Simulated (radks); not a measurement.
Values are calculated unless marked as measured or tabulated.
All-electron atom: Ca II in [Ar] 4s1. Code: a radial shooting solver on a logarithmic mesh with Libxc functionals. Model: Dirac Kohn-Sham, PBE, spin-unpolarised, spherical densities, finite nucleus; Fermi nuclear charge, rms radius 3.4776 fm.

Unscreened Slater integrals over Kohn-Sham orbitals (cm^-1). Large and small components are both included.

F0(4s1/2,4s1/2): 54879
F0(4s1/2,3p3/2): 69966
G1(4s1/2,3p3/2): 4863.0
F0(4s1/2,3p1/2): 70009
G1(4s1/2,3p1/2): 4819.0
F0(4s1/2,3s1/2): 70570
G0(4s1/2,3s1/2): 3280.9
F0(3p3/2,3p3/2): 156410
F2(3p3/2,3p3/2): 78478
F0(3p3/2,3p1/2): 156890
G2(3p3/2,3p1/2): 78690
F0(3p3/2,3s1/2): 163370
G1(3p3/2,3s1/2): 108410
F0(3p1/2,3p1/2): 157370
F0(3p1/2,3s1/2): 163910
G1(3p1/2,3s1/2): 108840
F0(3s1/2,3s1/2): 171320
